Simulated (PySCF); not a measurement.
**TiN(OH) + H₂O → TiO₂ + NH₃**

Level: PBE0 in the def2-TZVP basis family, all electrons, no relativity, computed in PySCF with density fitting; open shells unrestricted.

| species | state and structure | E (Eh) | ZPE (kJ/mol) | H(298 K) − H(0) (kJ/mol) | S° (J/(mol K)) |
| --- | --- | --- | --- | --- | --- |
| TiN(OH) | singlet, Cs, O–H 0.958 Å, Ti–N 1.560 Å, Ti–O 1.855 Å; H–O–Ti 124.6°, N–Ti–O 113.2° | -979.72950 | 43.0 | 12.4 | 272.3 |
| H₂O | singlet, C2v, O–H 0.960 Å (×2); H–O–H 105.1° | -76.37736 | 56.5 | 9.9 | 188.7 |
| TiO₂ | singlet, C2v, Ti–O 1.628 Å (×2); O–Ti–O 111.8° | -999.65179 | 14.5 | 11.0 | 258.1 |
| NH₃ | singlet, C3v, N–H 1.013 Å (×3); H–N–H 107.1° (×3) | -56.51312 | 90.6 | 10.0 | 192.4 |

Q: What is the electronic reaction energy?

A: At PBE0/def2-TZVP, ΔE = -152.4 kJ/mol from the differences of the total energies times 2625.5, downhill. 

Q: Add zero-point, thermal and entropy terms for 298.15 K and 1 bar.

A: ΔZPE = 5.6 and Δ[H(298) − H(0)] = -1.3 kJ/mol give ΔH° = -148.1 kJ/mol. ΔS° = -10.5 J/(mol K), so ΔG° = -148.1 − 298.15 × (-0.0105) = -145 kJ/mol and log₁₀K = 25.4.

Each species is the lowest minimum found with this bonding; other isomers or fragments can lie lower.
